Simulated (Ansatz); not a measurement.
The multiplicity is imposed and other spin states were not computed.

Cartesian coordinates (Å):
```xyz
5

Au     0.0433     0.1044     0.0363
O      1.0745     2.7137     1.1781
C      0.6734     1.7114     0.7744
O     -0.6255    -1.5784    -0.6741
H     -0.5063    -1.6212    -1.6425
```
Charge 0, multiplicity 1.

Method: frozen-core CCSD(T)/def2-TZVPP // PBE-D3(BJ)/def2-SVP (Ansatz, a first-principles code).

- HF energy = -323.05709 Ha
- MP2 correlation energy = -1.27332 Ha

Estimate the CCSD correlation energy, the (T) correction, the total energy and the T1 diagnostic.


```json
{
  "CCSD correlation energy": "-1.21244 Ha",
  "(T) correction": "-0.05477 Ha",
  "CCSD(T) total energy": "-324.32430 Ha",
  "T1 diagnostic": "0.019"
}
```
